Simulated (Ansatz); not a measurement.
Gas-phase electronic energies from Ansatz, PBE0-D4/def2-TZVP geometries. CBS: MP2 limit from def2 TZ/QZ plus the TZ coupled-cluster correction, frozen cores. Elements past krypton have def2 core potentials. For Sn outer-core shells are correlated without core-valence functions, which leaves a few kJ/mol of doubt a bond. Each species was taken in one conformer, which may not be the lowest.

Consider the cleavage of the Si–Si bond: `[SiH3][SiH]1BN1` + `[OH][SnH2][Cl]` → `[SiH3][O][SnH2][Cl]` + `B1N[SiH2]1`.

`[SiH3][SiH]1BN1`:

Cartesian coordinates in Å:
```
Si 1.837 0.042 -0.212
Si -0.438 0.468 -0.507
B -1.777 0.430 0.895
N -1.530 -0.728 0.201
H 2.320 -1.050 -1.103
H 2.624 1.268 -0.518
H 2.087 -0.352 1.200
H -0.767 0.821 -1.917
H -2.494 0.780 1.774
H -1.862 -1.680 0.186
```

`[OH][SnH2][Cl]`:

Z-matrix (Å, degrees):
```
Sn
Cl 1 2.330
O 1 1.952 2 106.7
H 1 1.693 2 109.1 3 113.1
H 1 1.702 2 106.1 3 -118.2
H 3 0.960 1 113.6 2 -53.4
```

`[SiH3][O][SnH2][Cl]`:

Z-matrix (Å, degrees):
```
Si
O 1 1.637
H 1 1.488 2 111.3
H 1 1.485 2 107.7 3 119.6
H 1 1.489 2 111.2 3 -120.9
Sn 2 1.943 1 136.7 3 68.3
Cl 6 2.324 2 105.7 1 -13.1
H 6 1.695 2 106.9 1 -128.6
H 6 1.696 2 107.9 1 102.4
```

`B1N[SiH2]1`:

```xyz
7

B    -0.423    1.051    0.174
N    -0.826   -0.266    0.147
Si    0.893   -0.306   -0.208
H    -0.936    2.104    0.366
H    -1.681   -0.785    0.278
H     1.245   -0.801   -1.564
H     1.729   -0.998    0.807
```

| species | HF/def2-TZVPP energy (Eh) |
| --- | --- |
| `[SiH3][SiH]1BN1` | -660.53459 |
| `[OH][SnH2][Cl]` | -749.56148 |
| `[SiH3][O][SnH2][Cl]` | -1039.71658 |
| `B1N[SiH2]1` | -370.42751 |

Problem. Work out ΔE.

Solution. ΔE = (-1039.71658) + (-370.42751) − (-660.53459) − (-749.56148) = -0.04802 Eh = -126.1 kJ/mol. CCSD(T)/CBS gives -99.7 kJ/mol.

Largest T1 diagnostic among the species: 0.015.

From PBE to PBE0 (25 % exact exchange), in def2-TZVPP and without D4, ΔE moves by −10.5 kJ/mol. Leaving LDA and LC-ωPBE aside and taking each functional with its dispersion term where it has one, the values, not all of them listed here, spread over 41.8 kJ/mol, from BHLYP-D4 to PBE-D4. LDA lies −3.6 kJ/mol from PBE without D4.
